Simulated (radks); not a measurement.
Values are calculated unless marked as measured or tabulated.
Q: Species: C3+. Configuration: 1s1.5 2s1 3d0.5 (fractional occupations, a model configuration). Level of theory: scalar-relativistic Kohn-Sham, Wu-Cohen GGA, spin-polarised, spherical densities, point nucleus; open shells are filled with parallel spins first (a radial shooting solver on a logarithmic mesh with Libxc functionals). Some entries of the table are withheld. Estimate them.

orbital  occ.  eigenvalue (eV)  <r^2> (bohr^2)  <1/r> (bohr^-1)
1s up       1        -369.8332         0.09147            5.818
1s down   0.5        -357.8516         0.09359            5.760
2s up       1         -65.4704             (1)            1.224
2p up       0         -58.0982           1.416            1.173
3s up       0         -23.4182           10.04           0.4864
3d up     0.5         -19.9807             (2)           0.4594
4f up       0          -9.6128           26.25           0.2330

A: 
(1) 2s up <r^2> (bohr^2): 1.665
(2) 3d up <r^2> (bohr^2): 7.648
